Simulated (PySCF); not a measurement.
4-ethenyl-2,3-dihydroazete (C5H7N), SMILES C=CC1=NCC1. The structure is a stationary point at PBE0-D3(BJ)/def2-SVP. Other conformers were not sampled.

Computed equilibrium geometry at PBE0-D3(BJ)/def2-SVP (PySCF confirms it by a frequency run) as Cartesian coordinates in Å, and its point group (one conformer of several):
point group Cs.
```xyz
13

C     -0.3315     2.4076     0.0000
C      0.5589     1.4090     0.0000
C      0.1674     0.0017     0.0000
N     -1.0240    -0.5000     0.0000
C     -0.4685    -1.8656     0.0000
C      0.9605    -1.2753     0.0000
H     -1.4030     2.1862     0.0000
H     -0.0194     3.4545     0.0000
H      1.6336     1.6171     0.0000
H     -0.7530    -2.4449     0.8939
H     -0.7530    -2.4449    -0.8939
H      1.5712    -1.4659    -0.8969
H      1.5712    -1.4659     0.8969
```
